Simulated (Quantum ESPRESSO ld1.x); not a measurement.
Question: These are the eigenvalues of the occupied orbitals of an atom or ion with whole-number occupations (hartree). Method: scalar-relativistic Kohn-Sham, relativistic LDA (MacDonald-Vosko exchange, VWN5 correlation), spin-unpolarised, spherical densities, point nucleus; computed with ld1.x of Quantum ESPRESSO 7.5.

| orbital | eigenvalue |
|---|---|
| 1s | -948.487 |
| 2s | -158.096 |
| 2p | -144.416 |
| 3s | -44.9563 |
| 3p | -40.4097 |
| 3d | -33.3170 |
| 4d | -15.5515 |

Which element is it, and in what charge state? The configuration may be excited.

Answer: Z = 47, silver, charge +19: Ag19+ in [Ne] 3s2 3p4 3d10 4d2. The list shows which subshells hold electrons but not how many an open one holds; the 1s level, -948.49 hartree, gives Z - s = 43.6 by -(Z - s)^2/2, which with screening and relativity narrows Z to a few neighbours, and the depths of the outer levels then fix element, charge and occupations together.
